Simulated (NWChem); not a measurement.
All runs are NWChem calculations. System: diiodomethane (CH2I2), charge 0, spin multiplicity 1, at a geometry optimised with B3LYP/def2-SVP with def2 effective core potentials on I. Level: evGW0@PBE/def2-TZVP with def2 effective core potentials on I, RI basis def2-tzvp-rifit, 6 cycles, no spin-orbit coupling.

The NWChem input:

```
start mol
memory heap 200 mb stack 700 mb global 1700 mb
geometry units angstroms nocenter noautoz
  I      1.839079     0.000000     0.090760
  C      0.000000     0.000000    -1.048982
  I     -1.839079     0.000000     0.090760
  H      0.000000     0.904558    -1.663358
  H      0.000000    -0.904558    -1.663358
  symmetry group C2v
end
basis spherical
  * library def2-tzvp
end
ecp
  I library def2-ecp
end
basis "ri basis" bse spherical
  * library def2-tzvp-rifit
end
dft
  xc xpbe96 cpbe96
  iterations 100
  direct
  tolerances tight
end
task dft energy
gw
  evgw0 6
  states alpha occ -1 vir -1
end
task dft gw
```

Output (cleaned and shortened):

```
             Northwest Computational Chemistry Package (NWChem) 7.3.0
             --------------------------------------------------------

                                NWChem Input Module
                                -------------------

 Scaling coordinates for geometry "geometry" by  1.889725989
 (inverse scale =  0.529177249)

 Turning off AUTOSYM since
 SYMMETRY directive was detected!

                             Geometry "geometry" -> ""
                             -------------------------

 Output coordinates in angstroms (scale by  1.889725989 to convert to a.u.)

  No.       Tag          Charge          X              Y              Z
 ---- ---------------- ---------- -------------- -------------- --------------
    1 I                   53.0000     1.83907900     0.00000000     0.09076000
    2 C                    6.0000     0.00000000     0.00000000    -1.04898200
    3 I                   53.0000    -1.83907900     0.00000000     0.09076000
    4 H                    1.0000     0.00000000     0.90455800    -1.66335800
    5 H                    1.0000     0.00000000    -0.90455800    -1.66335800

 Effective nuclear repulsion energy (a.u.)     607.3704761000

            Nuclear Dipole moment (a.u.)
            ----------------------------
        X                 Y               Z
 ---------------- ---------------- ----------------
     0.0000000000     0.0000000000    -0.0000907068

      Symmetry information
      --------------------

 Group name             C2v
 Group number             16
 Group order               4
 No. of unique centers     3

      Symmetry unique atoms

     1    2    4


 Summary of "ao basis" -> "" (spherical)
 ------------------------------------------------------------------------------
       Tag                 Description            Shells   Functions and Types
 ---------------- ------------------------------  ------  ---------------------
 *                         def2-tzvp                  on all atoms

 Summary of "ri basis" -> "" (spherical)
 ------------------------------------------------------------------------------
[...]
@GW        66         28.931           0.000
@GW        67         29.009           0.000
@GW        68         28.715           0.000
@GW        69         28.278           0.000
@GW        70         28.753           0.000
@GW        71         28.682           0.000
@GW        72         30.541           0.000
@GW        73         32.477           0.000
@GW        74         32.360           0.000
@GW        75         33.313           0.000
@GW        76         34.442           0.000
@GW        77         36.136           0.000
@GW        78         35.761           0.000
@GW        79         36.066           0.000
@GW        80         37.310           0.000
@GW        81         38.603           0.000
@GW        82         40.117           0.000
@GW        83         40.854           0.000
@GW        84         40.970           0.000
@GW        85         40.745           0.000
@GW        86         41.178           0.000
@GW        87         41.423           0.000
@GW        88         42.457           0.000
@GW        89         42.722           0.000
@GW        90         42.324           0.000
@GW        91         44.183           0.000
@GW        92         45.589           0.000
@GW        93         45.656           0.000
@GW        94         45.647           0.000
@GW        95         52.125           0.000
@GW        96         52.410           0.000
@GW        97         53.937           0.000
@GW        98         61.277           0.000
@GW        99         61.511           0.000
@GW       100         63.437           0.000
@GW       101         65.592           0.000
@GW       102         67.600           0.000
@GW       103         74.150           0.000
@GW       104         77.238           0.000
@GW       105         79.164           0.000
@GW       106         88.447           0.000
@GW       107         88.848           0.000
@GW       108         87.522           0.000
@GW       109         88.062           0.000
@GW       110         89.288           0.000
@GW       111         88.827           0.000
@GW       112         91.587           0.000
@GW       113         91.562           0.000
@GW       114         91.474           0.000
@GW       115         91.360           0.000
@GW       116         91.684           0.000
@GW       117         91.451           0.000
@GW       118         92.644           0.000
@GW       119         93.884           0.000
@GW       120         94.721           0.000
@GW       121         95.664           0.000
@GW       122         95.975           0.000
@GW       123         96.404           0.000
@GW       124         98.993           0.000
@GW       125        101.026           0.000
@GW       126        101.726           0.000
@GW       127        100.426           0.000
@GW       128        104.852           0.000
@GW       129        118.907           0.000
@GW       130        123.909           0.000
@GW       131        126.823           0.000
@GW       132        127.439           0.000
@GW       133        614.484           0.000
@GW       134        945.808           0.000
@GW       135        945.987           0.000
@GW       136        946.019           0.000
@GW       137        946.035           0.000
@GW       138        949.263           0.000
@GW       139        950.383           0.000
@GW       140       1177.945           0.000
@GW       141       1178.055           0.000
@GW       142       3216.745           0.000
@GW       143       3216.793           0.000

     GW Timing Statistics
   ------------------------
   Init.   :          0.3s
     ERIs  :          5.5s
     Distr.:          0.3s
     Vxc   :          0.4s
   Sigma_x :          0.0s
   RPA     :         12.7s
   Wmn     :         21.5s
   Sigma_c :         17.5s
   GW total:         58.6s

 Task  times  cpu:       58.6s     wall:       58.6s

 Total times  cpu:       93.9s     wall:       93.9s
```
